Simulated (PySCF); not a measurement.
# Bonding in `CCCc1ccc(S)cc1`

Compound: C9H12S.
SMILES with atom numbers: `[CH3:1][CH2:2][CH2:3][c:4]1[cH:5][cH:6][c:7]([SH:8])[cH:9][cH:10]1` (hydrogens: H11, H12, H13 on C1; H14, H15 on C2; H16, H17 on C3; H18 on C5; H19 on C6; H20 on S8; H21 on C9; H22 on C10)

Cartesian coordinates in Å at the GFN2-xTB level; atoms count from 1:
```xyz
22
C9H12S angstrom
C     -2.5434    0.7688   -0.4960
C     -2.3220   -0.6892   -0.1165
C     -1.2709   -0.8488    0.9909
C      0.0946   -0.4505    0.5122
C      0.6314    0.7949    0.8104
C      1.8730    1.1719    0.3318
C      2.5997    0.2949   -0.4596
S      4.1925    0.7212   -1.1044
C      2.0796   -0.9572   -0.7622
C      0.8391   -1.3193   -0.2785
H     -2.8810    1.3419    0.3652
H     -1.6204    1.2110   -0.8640
H     -3.2973    0.8478   -1.2759
H     -3.2644   -1.1206    0.2276
H     -1.9996   -1.2479   -0.9977
H     -1.5583   -0.2372    1.8482
H     -1.2525   -1.8941    1.3081
H      0.0746    1.4854    1.4277
H      2.2729    2.1465    0.5754
H      4.2474    1.9338   -0.5559
H      2.6524   -1.6379   -1.3739
H      0.4423   -2.2961   -0.5145
```

Bond orders from the PBE0/pcSseg-1 density (PySCF). Isolated species at its GFN2-xTB geometry (one conformer only).

Problem. How far do the computed orders between heavy atoms stray from the drawn ones?

Solution. The largest departure is 0.137, at C6–C7 (drawn aromatic, 1.363) and C7–C9 (drawn aromatic, 1.366), counting aromatic bonds as 1.5. The bonds drawn aromatic range from 1.36 to 1.47.

Problem. Give the Mayer order of every bond between heavy atoms, beside its length.

Solution. 
| bond | drawn as | length (Å) | Mayer order |
| --- | --- | --- | --- |
| C1–C2 | single | 1.523 | 1.053 |
| C2–C3 | single | 1.535 | 1.026 |
| C3–C4 | single | 1.501 | 1.056 |
| C4–C5 | aromatic | 1.389 | 1.406 |
| C5–C6 | aromatic | 1.383 | 1.453 |
| C6–C7 | aromatic | 1.387 | 1.363 |
| C7–S8 | single | 1.770 | 1.092 |
| C7–C9 | aromatic | 1.389 | 1.366 |
| C9–C10 | aromatic | 1.380 | 1.469 |
| C10–C4 | aromatic | 1.391 | 1.393 |

By pair of heavy elements: C–C: lowest C2–C3 (1.026, 1.535 Å), highest C9–C10 (1.469, 1.380 Å); in 1 of the 36 pairs the longer bond (by over 0.003 Å) has the higher order (by 0.02 or more).

Problem. And the bonds to hydrogen?

Solution. C–H: 0.94 to 0.97 (11 bonds); H–S: 0.93 (1 bond).

Problem. Sum the orders of all bonds at each heavy atom with more than one neighbour and set the sums beside the valence in the SMILES.

Solution. C1 3.948 (drawn 4), C2 3.983 (drawn 4), C3 3.969 (drawn 4), C4 3.855 (drawn 4), C5 3.828 (drawn 4), C6 3.774 (drawn 4), C7 3.821 (drawn 4), S8 2.020 (drawn 2), C9 3.795 (drawn 4), C10 3.830 (drawn 4). Orders between atoms that aren't bonded are not in these sums.

For a closed shell the Mayer order of atoms A and B is Σ (PS)μν (PS)νμ over the basis functions μ on A and ν on B, with P the density and S the overlap matrix.

These values come from a run that also computed NMR shieldings. The run took 96 s on one thread, Arm Neoverse N1 (aarch64), shared host with 64 logical CPUs at a one-minute load of 61, and the process peaked at 1.1 GiB of memory.
